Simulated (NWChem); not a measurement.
**Correlation energy of Br (+1)**

SMILES: [Br+]
```xyz
1

Br     0.0000     0.0000     0.0000
```
Charge +1, spin multiplicity 3.

The numbers come from NWChem runs, not from measurements.

Basis set: def2-QZVP. Each correlation energy counts from its own Hartree-Fock reference.

```
method           correlation energy (mHa)
---------------  ------------------------
UMP2                               -281.7
SCS-UMP2                           -261.8
CCSD on UHF                        -288.4
CCSD[T] on UHF                     -295.6
CCSD(T) on UHF                     -295.3
CCSD on ROHF                       -293.9
CCSD[T] on ROHF                    -301.5
CCSD(T) on ROHF                    -301.3
```

The values span 39.6 mHa, from CCSD[T] on ROHF (lowest) to SCS-UMP2 (highest). 

The Hamiltonian is non-relativistic. The correlated methods keep 9 core orbitals frozen. The stability of the SCF solutions was not checked. Open-shell Hartree-Fock references start from PBE0 orbitals. Coupled-cluster values serve here as a point of comparison, not as the truth.
